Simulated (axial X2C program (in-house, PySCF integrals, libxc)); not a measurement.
# Nuclear properties of LaF

Calculated with an axial X2C code built on PySCF integrals: two-component X2C with atomic mean-field Coulomb and Gaunt terms, Gaussian nuclei, basis La dyall-cv3z, F dyall-av3z with contracted cores.

R = 2.059 Å (near the PBE0 minimum at charge 0 of the determinant lowest at the starting distance; the state shown can have its own minimum elsewhere).

Input and command:
```json
{"zs": [57, 9], "q": 0, "bas": ["dyall-cv3z", "dyall-av3z"], "r0": 2.44, "levels": ["PBE0", "HF", "BHandHLYP", "LDA", "TPSSh"], "nst": 3}
```
```bash
python soeom.py task.json out
```

Keys: zs atomic numbers; q charge; bas basis sets; r0 starting distance in Å; levels methods; nst determinants followed.

Determinant lowest in the PBE0 search, Ω = 1 (⟨Sz⟩ = -1.00, ⟨Lz⟩ = 2.00 at PBE0), spin on the atoms La -1.00, F 0.00:

| level | Eeff magnitude (GV/cm) | Ws magnitude La (kHz) | A∥/gI La (MHz) | qzz La (a.u.) | A∥/gI F (MHz) | qzz F (a.u.) | μ (D) |
| --- | --- | --- | --- | --- | --- | --- | --- |
| PBE0 | 5.51 | 3.55 | -1810 | -1.36 | -1.51 | 0.05 | -3.05 |
| HF | 7.79 | 5.09 | -1470 | -2.05 | 0.984 | -0.03 | -2.62 |
| BHandHLYP | 6.61 | 4.29 | -1870 | -1.62 | -3.37 | 0.00 | -3.11 |
| LDA | 5.57 | 3.59 | -1960 | -1.10 | -5.14 | 0.02 | -2.89 |
| TPSSh | 4.7 | 3 | -1730 | -1.29 | -0.815 | 0.03 | -3.04 |

Determinant 0.13 eV from it at PBE0 and this distance, Ω = 0 (closed shell), highest spinor 76% La s, 11% La d, 5% F p:

```json
{"level": "PBE0", "qzz La (a.u.)": "-3.11", "qzz F (a.u.)": "0.08", "μ (D)": "-1.86"}
{"level": "HF", "qzz La (a.u.)": "-3.89", "qzz F (a.u.)": "0.02", "μ (D)": "-1.56"}
{"level": "BHandHLYP", "qzz La (a.u.)": "-3.44", "qzz F (a.u.)": "0.04", "μ (D)": "-2.08"}
{"level": "LDA", "qzz La (a.u.)": "-2.75", "qzz F (a.u.)": "0.04", "μ (D)": "-1.95"}
{"level": "TPSSh", "qzz La (a.u.)": "-3.08", "qzz F (a.u.)": "0.06", "μ (D)": "-1.79"}
```

Eeff is the effective electric field on the electron electric dipole moment in this Ω state and Ws the scalar–pseudoscalar constant of the nucleus named (defined with the proton number Z and per Ω); A∥ (defined per Ω) follows by multiplying with gI = μI/(I μN); qzz is the electric field gradient, eQq0 = 234.96 MHz × Q/barn × qzz; μ is positive if the F end (last atom) is positive. The operators were transformed with the bare-nucleus X2C matrices; with these basis sets, hyperfine constants and field gradients can be off by tens of per cent, and where levels differ in sign neither size nor sign is settled.

With gI(139La) = 0.7952, Q(139La) = 0.206 barn (g factors from the IAEA table of nuclear moments by Stone; Q from Pyykkö, Mol. Phys. 2018), turn the PBE0 values of the first state into constants in MHz.

A∥(139La) = -1810 × 0.7952 = -1440 MHz; eQq0(139La) = 234.96 × (0.206) × (-1.36) = -65.8 MHz.

Each state is one determinant with collinear spin, which with several unpaired electrons need not be a pure state. Unrestricted Hartree–Fock can overshoot spin polarisation at the nuclei. With several open shells hyperfine constants can be off by a factor of several. Open-shell Ω = 0 determinants with evenly filled partner blocks cannot be reached by this program, so the Ω shown need not be the lowest component. At BHandHLYP, LDA a later determinant lies lower. States lie within half an eV, so the first need not be the ground state. Further determinants of the search, some of them spin-mixed, are not shown. Where a field gradient or hyperfine factor spreads by more than a factor of two over the levels, a constant derived from it is not to be relied on. PBE0 term energies can be off by some tenths of an eV.
